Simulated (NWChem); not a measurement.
System: SiH3TeI; SMILES [SiH3][Te]I

```xyz
6

Te     0.6520    -1.0271     0.0000
I     -0.0597     1.6012     0.0000
Si    -1.7311    -1.8186     0.0000
H     -1.6303    -3.3094     0.0000
H     -2.4375    -1.3438    -1.2232
H     -2.4375    -1.3438     1.2232
```
Atoms are numbered in this order, from 1.

Program: NWChem. Structure relaxed at the PBE0/def2-SVP level. Not confirmed as a minimum by frequencies. def2 effective core potentials on Te, I; no spin-orbit coupling. Ions are spin-unrestricted doublets at the neutral geometry; other ion states weren't tried.

For level PBE/def2-SVP:

```yaml
vertical ionisation energy, ΔSCF (eV): 8.08
"−ε(HOMO) (eV)": 5.32
```

Estimate the same quantities for level CAM-B3LYP/def2-SVP.

The vertical ionisation energy, ΔSCF (eV) comes out as 8.40 and the −ε(HOMO) (eV) comes out as 7.52.
